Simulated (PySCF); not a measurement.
Constitutional and geometric isomers with formula C3H5N. Gas-phase values, no solvent. One relaxed conformer stands for each flexible species; it need not be the lowest. Strings in code marks are SMILES.

Method: PBE-D3(BJ)/def2-TZVP // PBE0-D4/def2-TZVP (PySCF). All candidates: neutral, multiplicity 1. Excitations are Tamm–Dancoff values on a coarser integration grid. The basis has no diffuse functions, so Rydberg states are missing or too high.

```json
{
  "LUMO": "-2.25 eV",
  "S1 excitation (TDA)": "4.06 eV",
  "HOMO": "-6.12 eV"
}
```

Question: Say which member has these values.
A. `C1=CNC1`
B. `CC=C=N`
C. `C=C=CN`
D. `C=CN=C` (C–C–N–C torsion 180°)

Answer: D, `C=CN=C` (C–C–N–C torsion 180°). The others give `CC=C=N`: -1.11 eV, 4.39 eV, -5.31 eV; `C1=CNC1`: -0.31 eV, 5.54 eV, -5.01 eV; `C=C=CN`: -0.85 eV, 4.09 eV, -4.83 eV
